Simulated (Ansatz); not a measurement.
Reaction (ligand exchange at the Sn–Cl bond): `[Cl][Sn][Cl]` + `O[SiH3]` → `[SiH3][O][Sn][Cl]` + HCl

Calculated with Ansatz (gas phase, PBE0-D4/def2-TZVP geometries, no zero-point term in ΔE). CBS: MP2 limit from def2 TZ/QZ plus the TZ coupled-cluster correction, frozen cores. This one scheme is used for every species. DFT in def2-TZVPP. def2 core potentials past Kr. For Sn outer-core shells are correlated without core-valence functions, which leaves a few kJ/mol of doubt a bond. Each species was taken in one conformer, which may not be the lowest.

```json
{"level": "r2SCAN0-D4", "ΔE (kcal/mol)": "11.4"}
{"level": "r2SCANh", "ΔE (kcal/mol)": "11.3"}
```

(1) What does CCSD(T)/CBS give? (Best estimate.)

Largest T1 diagnostic among the species: 0.015.

## Answers

(1) Computed: +9.0 kcal/mol. The listed levels differ from it by 2.4, 2.3 kcal/mol.

From r2SCAN to r2SCAN0 (25 % exact exchange), in def2-TZVPP and without D4, ΔE moves by +0.8 kcal/mol. In def2-TZVPP, CCSD(T) changes the Hartree–Fock value by −4.2 kcal/mol (the triples alone add −0.5 kcal/mol) and MP2 by −3.8 kcal/mol. At CCSD(T), def2-SVP lies −2.2 kcal/mol from the extrapolated value and def2-TZVPP −0.9 kcal/mol.
